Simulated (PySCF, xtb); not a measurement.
Ge(H)2(Et)(NH2) (C₂H₉GeN), SMILES C[CH2][GeH2][NH2].

xtb 6.7.1 with GFN2-xTB at its own geometry gives an orbital gap of 8.05 eV and a dipole moment of 1.25 D.

Geometry optimised at B3LYP-D3(BJ)/def2-SVP. The values are those of a single conformer.

### Question
What does PBE/def2-TZVP run with PySCF give? (Estimate from the structure and the level; the computed values follow.)

### Answer
gap 5.49 eV (levels -5.70 and -0.21 eV), dipole 0.69 D.
